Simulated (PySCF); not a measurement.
# Which orbitals make which state

Species: C4H6O2SSi.
InChI=1S/C4H6O2SSi/c1-8-7-4(2-5)3-6/h2H,8H2,1H3

Computed, not measured: PySCF, TDDFT wB97X-D/def2-SVPD, vertical, gas phase, core orbitals frozen in the response. Isolated species at its GFN2-xTB geometry (one conformer only). Torsions of this conformer, `[CH3:1][SiH2:2][S:3][C:4](=[C:5]=[O:6])[CH:7]=[O:8]`: C1–Si2–S3–C4 75°, Si2–S3–C4–C5 -178°, S3–C4–C7–O8 -2°.

Orbital energies (eV): HOMO-3 -11.10, HOMO-2 -10.79, HOMO-1 -10.06, HOMO -8.38, LUMO -0.66, LUMO+1 -0.13, LUMO+2 1.69.

Computed singlets:

```csv
state,E (eV),f
S1,2.80,0.0003
S2,4.22,0.058
S3,4.75,0.0008
S4,5.38,0.0013
S5,5.58,0.0084
S6,5.60,0.012
S7,5.75,0.017
S8,6.20,0.0022
```

Assign a leading configuration to S1, S2, S3, S6 and S7 and set E beside the orbital difference Δε.

```json
{"state": "S1", "leading configuration": "HOMO→LUMO", "weight": "0.95", "Δε (eV)": "7.73", "E (eV)": "2.80", "E − Δε (eV)": "-4.93", "f": "0.0003", "other configurations": "–"}
{"state": "S2", "leading configuration": "HOMO→LUMO+1", "weight": "0.95", "Δε (eV)": "8.25", "E (eV)": "4.22", "E − Δε (eV)": "-4.04", "f": "0.058", "other configurations": "–"}
{"state": "S3", "leading configuration": "HOMO-1→LUMO+1", "weight": "0.74", "Δε (eV)": "9.93", "E (eV)": "4.75", "E − Δε (eV)": "-5.19", "f": "0.0008", "other configurations": "H-4→L+1 (17%)"}
{"state": "S6", "leading configuration": "HOMO-1→LUMO", "weight": "0.65", "Δε (eV)": "9.41", "E (eV)": "5.60", "E − Δε (eV)": "-3.81", "f": "0.012", "other configurations": "H-3→L (10%)"}
{"state": "S7", "leading configuration": "HOMO-2→LUMO", "weight": "0.93", "Δε (eV)": "10.14", "E (eV)": "5.75", "E − Δε (eV)": "-4.38", "f": "0.017", "other configurations": "–"}
```

E − Δε runs from -5.19 to -3.81 eV. By orbital difference alone the order would be S1, S2, S6, S3, S7.

H and L stand for HOMO and LUMO. The other states: S4 5.38 eV, f 0.0013, H-3→L (56%), H→L+3 (13%), H-4→L (10%); S5 5.58 eV, f 0.0084, H→L+2 (37%), H→L+3 (24%), H-1→L (13%); S8 6.20 eV, f 0.0022, H→L+2 (45%), H→L+3 (37%).

Which computed triplets share their leading configuration (75% or more) with a singlet, and how far apart are the partners?

| configuration | triplet | E(T) (eV) | singlet | E(S) (eV) | E(S) − E(T) (eV) |
| --- | --- | --- | --- | --- | --- |
| HOMO→LUMO | T1 | 2.51 | S1 | 2.80 | +0.29 |
| HOMO→LUMO+1 | T2 | 3.20 | S2 | 4.22 | +1.01 |

The 3 triplets are Tamm–Dancoff values, the singlets full response.

Summed over the main configurations (up to three a state, each over 8%) of all 8 singlets, the electron leaves HOMO with weight 3.46, HOMO-1 with weight 1.52, HOMO-2 with weight 0.93 and HOMO-3 with weight 0.66.
